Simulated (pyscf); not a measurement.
A first-order saddle from PySCF, ωB97X-D3(BJ)/def2-SVP:

```xyz
8

Cl     0.5089    -0.0593     0.9178
Bi    -1.9639    -0.6785     1.6105
Cl    -1.9549    -2.6414     0.1274
S     -2.4455     1.0778     0.1122
Si    -0.1515     0.9755    -1.0491
H     -0.4804     2.4104    -1.2465
H      1.3248     0.9716    -1.3234
H     -0.7237    -0.0568    -1.9404
```
Charge 0, spin multiplicity 1.

Surface: singlet, charge 0. Lowest wavenumbers (cm⁻¹): 257i, 45, 89, 130, 171.

**Question.** Which two sides does it connect, and which bonds change?

**Answer.** `[SiH3][S][Bi]([Cl])[Cl]` ⇌ `[SiH3][Cl]` + `[S]=[Bi][Cl]`, an elimination read from left to right: Bi–Cl, S–Si broken and Cl–Si formed. At ωB97M-D3(BJ)/def2-TZVP it lies +34.9 kcal/mol from the left side and +5.8 kcal/mol from the right (each side as separated species at their lowest minima found). On the product side the descent ends in an adduct with a Bi–Cl contact, 9.8 kcal/mol under the separated species and 7.7 kcal/mol under the saddle at ωB97X-D3(BJ)/def2-TZVP. What is counted as broken (Bi–Cl) persists as a longer contact in the product adduct; parting that adduct is a step of its own. One saddle was located; it need not be the lowest between these sides. Elements past Kr carry the def2 core potentials, without spin-orbit coupling.
